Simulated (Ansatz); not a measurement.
Cost and result for the atomization energy of `[AlH2][B]([SiH3])[SiH3]` (12 atoms, 11 bonds).

Cartesian coordinates in Å:
```
Al 1.1419 -0.7857 -1.8338
B 0.1029 -0.0699 -0.1638
Si 0.9319 0.0549 1.6484
Si -1.7961 0.5405 -0.2586
H 1.8545 0.2309 -2.8299
H 1.2213 -2.3499 -2.1175
H 0.3440 1.1038 2.5282
H 2.4140 0.2019 1.6782
H 0.5957 -1.2806 2.2354
H -2.6198 -0.0605 -1.3446
H -1.6385 1.9981 -0.5615
H -2.5517 0.4165 1.0194
```

Total charge 0; spin multiplicity 1. The structure was optimised at the PBE0-D4/def2-TZVP level. Program: Ansatz. All runs use 4 threads of an Arm Neoverse V1 on a shared host. Times are those of one run each, without the atoms' runs, and a repeat can differ threefold. Electronic energies, without spin–orbit coupling; frozen cores. CCSD(T)/CBS adds CCSD(T) − MP2 in def2-TZVPP to the MP2 limit, and its time is that of the two runs behind it. T1 = 0.015. B3LYP takes the VWN-RPA correlation (the form of Gaussian; ORCA's B3LYP/G).

CCSD(T)/CBS is a level of theory with its own doubt, some kJ/mol a heavy atom from the limit and from the frozen cores, so smaller differences don't rank the functionals.

| level | functions | wall time | atomization (kJ/mol) | difference from CCSD(T)/CBS | per bond |
| --- | --- | --- | --- | --- | --- |
| PBE-D4/def2-TZVPP (with forces) | 269 | 2.8 s | 3303.2 | -34.2 | -3.1 |
| PBE0-D4/def2-TZVPP | 269 | 3.4 s | 3305.9 | -31.5 | -2.9 |
| r2SCAN-D4/def2-TZVPP (with forces) | 269 | 5.5 s | 3355.2 | 17.8 | 1.6 |
| B3LYP-D4/def2-TZVPP (with forces) | 269 | 5.5 s | 3344.6 | 7.2 | 0.7 |
| B2PLYP/def2-TZVPP | 269 | 6 s | 3286.3 | -51.1 | -4.6 |
| ωB97X-V/def2-TZVPP | 269 | 9.5 s | 3375.9 | 38.5 | 3.5 |
| ωB97M-V/def2-TZVPP (with forces) | 269 | 14 s | 3341.4 | 4.0 | 0.4 |
| MP2/def2-QZVPP | 507 | 25 s | 3267.2 | -70.2 | -6.4 |
| CCSD(T)/def2-TZVPP | 269 | 94 s | 3259.0 | -78.4 | -7.1 |
| CCSD(T)/CBS(def2) | – | 120 s | 3337.4 | 0.0 | 0.0 |

From PBE to PBE0 (25 % exact exchange), in def2-TZVPP and without D4, the atomization energy moves by +6.4 kJ/mol. In def2-TZVPP, CCSD(T) changes the Hartree–Fock value by +669.5 kJ/mol (the triples alone add +26.6 kJ/mol) and MP2 by +631.0 kJ/mol; breaking electron pairs costs correlation energy, which Hartree–Fock lacks. The D4 term adds +43.6 kJ/mol with B3LYP and +23.2 kJ/mol with PBE0; it sums over pairs of atoms, weighted by their polarisabilities, and B3LYP, whose exchange is more repulsive, gets the larger term.
